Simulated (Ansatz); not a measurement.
This geometry of BFH3N + H2S (9 atoms, charge 0, multiplicity 1) is a first-order saddle point.

Computed with RKS PBE-D4/6-31G* (Ansatz 0.2.0).

```xyz
9
Properties=species:S:1:pos:R:3
B -0.035 0.093 0.279
N -0.035 0.106 1.817
H -0.816 -0.365 2.280
H 0.856 -0.159 2.250
F 1.167 -0.173 -0.283
H -1.058 -0.226 -0.274
S -0.227 2.452 0.330
H -1.586 2.435 0.341
H -0.152 1.512 1.606
```

Problem. Which two structures does it join? (They come from a converged band through this point; their orientation in space is the band's.)

Solution. Bonds broken: S7–H9. Bonds formed: B1–S7, N2–H9. BFH3N + H2S becomes BFH5NS.

Image 0:

```xyz
9
Properties=species:S:1:pos:R:3
B 0.122 -0.568 0.219
N 0.122 -0.257 1.594
H -0.734 -0.214 2.141
H 0.975 -0.217 2.151
F 1.294 -0.720 -0.426
H -0.912 -0.677 -0.391
S -0.879 3.248 1.435
H -1.565 3.073 0.275
H -0.311 2.007 1.348
```

Image 10:

```xyz
9
Properties=species:S:1:pos:R:3
B -0.107 0.527 0.191
N 0.106 0.159 1.822
H -0.769 0.289 2.345
H 0.434 -0.809 1.956
F 1.150 0.292 -0.346
H -1.011 -0.208 -0.166
S -0.574 2.399 0.179
H -1.921 2.227 0.137
H 0.805 0.797 2.229
```

Problem. How far does it lie above each of them?

Solution. 18.4 kcal/mol above the first and 24.4 kcal/mol above the second. This is the barrier of this one path; another mechanism may lie lower. The orbitals stay closed-shell, which can raise the energy where a bond breaks towards radicals; this wasn't checked here.

The run took 3.9 min on 1 thread of Arm Neoverse V2 (shared host), peak memory 0.14 GiB.
